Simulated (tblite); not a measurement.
C5H11N2Si (doublet state).
SMILES with atom numbers: `[CH2:1]=[CH:2][C@@H:3]1[CH:4][NH:5][Si@@H:6]([CH3:7])[NH:8]1` (hydrogens: H9, H10 on C1; H11 on C2; H12 on C3; H13 on C4; H14 on N5; H15 on Si6; H16, H17, H18 on C7; H19 on N8)

Structure used (GFN2-xTB), in Å, numbered top down from 1:
```
atom  x, y, z in Å
C1    -3.237   -0.049   -0.950
C2    -1.945    0.223   -0.834
C3    -0.927   -0.701   -0.222
C4    -0.640   -0.134    1.125
N5     0.544    0.566    1.157
Si6    1.420    0.489   -0.340
C7     3.200   -0.119   -0.176
N8     0.341   -0.710   -0.923
H9    -3.637   -1.011   -0.675
H10   -3.944    0.677   -1.316
H11   -1.548    1.191   -1.108
H12   -1.335   -1.720   -0.165
H13   -1.423    0.092    1.824
H14    0.734    1.123    1.970
H15    1.396    1.810   -1.003
H16    3.789    0.587    0.400
H17    3.267   -1.088    0.307
H18    3.661   -0.200   -1.154
H19    0.275   -1.016   -1.879
```

Method: GFN2-xTB as coded in tblite; computed harmonic values from a numerical Hessian at the method's own geometry, unscaled. Errors from tens to a few hundred cm⁻¹ against measured bands are possible. Modes of hydrogen on silicon can be 10 to 20 % off. One conformer, not necessarily the lowest. Open shells enter through the occupations alone, without spin polarisation, and single modes of such species can be off by tens of per cent.

Harmonic wavenumbers (cm⁻¹): 75.9, 78.6, 100.9, 126.9, 144.4, 215.6, 278.6, 331.5, 377.1, 403.5, 410.7, 493.0, 501.0, 580.6, 636.8, 697.8, 718.6, 751.7, 784.7, 824.7, 853.6, 864.3, 890.9, 923.5, 986.1, 993.9, 1089.3, 1097.8, 1124.1, 1213.8, 1232.9, 1271.6, 1282.6, 1320.5, 1368.9, 1375.9, 1410.2, 1484.8, 1497.7, 1658.4, 2119.4, 2855.8, 3053.2, 3056.2, 3060.8, 3064.7, 3096.3, 3112.9, 3120.2, 3491.6, 3506.1.

A = 4412, B = 1038, C = 946.3 MHz; mass 127.069 u (most abundant isotopes); point group C1, symmetry number 1; spin multiplicity 2.

What is the zero-point energy?

Half the sum of the wavenumbers: 33005 cm⁻¹ = 394.83 kJ/mol.

Give the ideal-gas entropy at 200 K and 1 bar in the rigid-rotor, harmonic-oscillator model (classical rotation).

Translation 160.98, rotation 115.09, vibration 78.63, spin (R ln 2) 5.76: S = 360.5 J/(mol K).

And Cp and H(200 K) − H(0)?

Cp = 124.18 J/(mol K), of which vibrations give 90.93 (their classical limit is 51 R = 424.0); H(200 K) − H(0) = 15.57 kJ/mol without the zero-point energy, 8.92 from vibrations.

What must be added to the electronic energy to get the Gibbs energy at 200 K and 1 bar?

ZPE + [H(200 K) − H(0)] − T·S = 394.83 + 15.57 − 72.09 = 338.31 kJ/mol.

Blend soft modes into free rotors: weight 1/[1 + (100 cm⁻¹/ν̃)⁴] for the oscillator and the rest for a rotor with moment μB/(μ + B), μ = h/(8π²ν), B = 10⁻⁴⁴ kg m². What vibrational entropy results?

75.54 J/(mol K) in place of 78.63, which changes −T·S at 200 K by +0.62 kJ/mol.

Hindered rotation and anharmonicity are outside this model. Other conformers, if any are populated, would add a mixing term that is left out. The structure is chiral; the term R ln 2 for an equal mix with its mirror image is left out.
